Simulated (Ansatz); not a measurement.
Reaction (substitution at a C–O bond): `C[O][Mg][F]` + `O[SiH](Cl)[GeH3]` → `CO[SiH](Cl)[GeH3]` + `[OH][Mg][F]`

Program: Ansatz. Geometries: PBE0-D4/def2-TZVP. ΔE: electronic, gas phase. CBS: MP2 limit from def2 TZ/QZ plus the TZ coupled-cluster correction, frozen cores. DFT in def2-TZVPP. B3LYP here is the variant with VWN-RPA as its local correlation; programs differ in this. For Ge, Mg outer-core shells are correlated without core-valence functions, which leaves a few kJ/mol of doubt a bond. Scalar relativity is left out up to krypton. One conformer a species, not always the lowest.

```
            species  B3LYP-D4 energy (Eh)
      `C[O][Mg][F]`            -415.27720
 `O[SiH](Cl)[GeH3]`           -2905.18347
`CO[SiH](Cl)[GeH3]`           -2944.49643
      `[OH][Mg][F]`            -375.96341
```

Q: Work out ΔE.

A: ΔE = (-2944.49643) + (-375.96341) − (-415.27720) − (-2905.18347) = 0.00083 Eh = +0.5 kcal/mol. CCSD(T)/CBS gives +0.4 kcal/mol.

Largest T1 diagnostic among the species: 0.012.

The D4 term adds −1.1 kcal/mol with B3LYP and −0.7 kcal/mol with PBE0; it sums over pairs of atoms, weighted by their polarisabilities, and B3LYP, whose exchange is more repulsive, gets the larger term. In def2-TZVPP, CCSD(T) changes the Hartree–Fock value by −0.9 kcal/mol (the triples alone add −0.1 kcal/mol) and MP2 by −1.1 kcal/mol.
